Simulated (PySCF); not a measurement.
**Dipole moment and polarisability of `CNBC(C)C`**

Species: C4H12BN.
Numbering: `[CH3:1][NH:2][BH:3][CH:4]([CH3:5])[CH3:6]` (hydrogens: H7, H8, H9 on C1; H10 on N2; H11 on B3; H12 on C4; H13, H14, H15 on C5; H16, H17, H18 on C6)

Structure used (PBE0-D3(BJ)/def2-SVP), in Å, numbered top down from 1:
```xyz
18
C4H12BN angstrom
C      2.844   -0.311    0.674
N      1.440   -0.508    0.422
B      0.371    0.148    1.026
C     -1.139   -0.165    0.657
C     -1.332   -1.260   -0.388
C     -1.865    1.124    0.257
H      3.333   -1.233    1.035
H      2.971    0.461    1.445
H      3.384    0.020   -0.229
H      1.242   -1.212   -0.281
H      0.633    0.992    1.862
H     -1.597   -0.511    1.606
H     -2.399   -1.467   -0.575
H     -0.890   -0.972   -1.358
H     -0.868   -2.212   -0.079
H     -1.456    1.537   -0.680
H     -2.942    0.950    0.093
H     -1.764    1.903    1.029
```

Level: CAM-B3LYP/def2-SVPD (PySCF), static field, nuclei fixed, core orbitals frozen in the response. The polarisability tensor in these axes (au):

```
x   86.83 -4.00  1.36
y   -4.00 70.08  4.61
z    1.36  4.61 65.92
```

Question: What are the eigenvalues, a third of the trace, and Δα (Δα² = ½Σ(αi − αj)² over the three pairs)?

Answer: Principal values 62.48, 72.61 and 87.74 au; mean 74.28 au = 11.01 Å³ = 12.25 × 10⁻⁴⁰ C²·m²/J; Δα = 22.01 au (30 % of the mean).

Question: What is the dipole moment, and where does it point?

Answer: (1.05, -0.89, -0.64) D, 1.52 D in size, pointing from the negative to the positive side. Measured along this direction, the outermost atoms are H18 at the negative end and H7 at the positive end.

Question: Traceless (Buckingham) quadrupole moment about the centre of nuclear charge: eigenvalues?

Answer: -2.27, -1.47, 3.75 D·Å. The values depend on the origin, since the dipole doesn't vanish. The electronic extent ⟨r²⟩ about the same centre is 863 bohr², a root-mean-square distance of 2.24 Å for the 48 electrons.

Question: Molar refractivity from α?

Answer: Lorentz–Lorenz: R = (4π/3)N_A α = 2.5225 cm³/(mol·Å³) × 11.01 Å³ = 27.8 cm³/mol, in the limit of long wavelengths.

Question: In TDDFT the mean static polarisability is Σ f/ω² over all singlet excitations (ω in hartree). How much of it do the 10 lowest give? Their energies (eV) and oscillator strengths: 7.06, 0.0025; 7.08, 0.0029; 7.59, 0.2479; 7.82, 0.0360; 8.08, 0.0026; 8.21, 0.0229; 8.39, 0.0164; 8.56, 0.0597; 8.76, 0.0148; 8.93, 0.0064.

Answer: They add up to 4.96 au, 6.7 % of the 74.28 au; the largest single term is 3.18 au, from the state at 7.59 eV. Terms in order: 0.04, 0.04, 3.18, 0.44, 0.03, 0.25, 0.17, 0.60, 0.14, 0.06 au. Higher excitations give the rest. The strengths listed sum to 0.412.

Question: Find the Langevin capture rate constant for NO+ (29.998 u) meeting this molecule (85.106 u), k = 2.342 × 10⁻⁹ cm³/s × √(α in Å³ / reduced mass in u).

Answer: The reduced mass is 22.18 u, so k = 1.65 × 10⁻⁹ cm³/s. The formula leaves out the permanent dipole, which adds to the capture rate.

Isolated species at its PBE0-D3(BJ)/def2-SVP geometry (one conformer only).
